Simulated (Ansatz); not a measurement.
Two spin states of ZnO, each at its own minimum; 2S+1 = 1, 3 were tried, and the measured ground state has 1. No spin–orbit coupling. Zn is treated without relativity.

```csv
level,energy of the multiplicity-3 state above the multiplicity-1 state (eV)
PBE/def2-TZVPP,0.293
PBE0/def2-TZVPP,-0.237
wB97X-V/def2-TZVPP,-0.254
CCSD/def2-TZVPP,-0.179
CCSD(T)/def2-TZVPP,0.192
```

The rows run from -0.254 (wB97X-V/def2-TZVPP) to 0.293 eV (PBE/def2-TZVPP). The 3 functionals in def2-TZVPP without D3 or D4 span 0.547, from wB97X-V to PBE.

Each state is the lowest solution found for its spin in def2 and cc sets. The singlet is a restricted closed-shell determinant, which can mix singlet states where a π or δ shell is part-filled.

Correlated levels freeze the inner cores; with def2 sets outer-core shells near the valence are correlated too.

Doubts at one or more of the structures used: a restricted determinant that unrestricted orbitals would lower (CCSD/def2-TZVPP, CCSD(T)/def2-TZVPP).

Run with Ansatz (Gaussian basis) for Hartree–Fock, density functionals and correlated methods. Values without a source in brackets are computed.

Ansatz is a program for electronic structure.
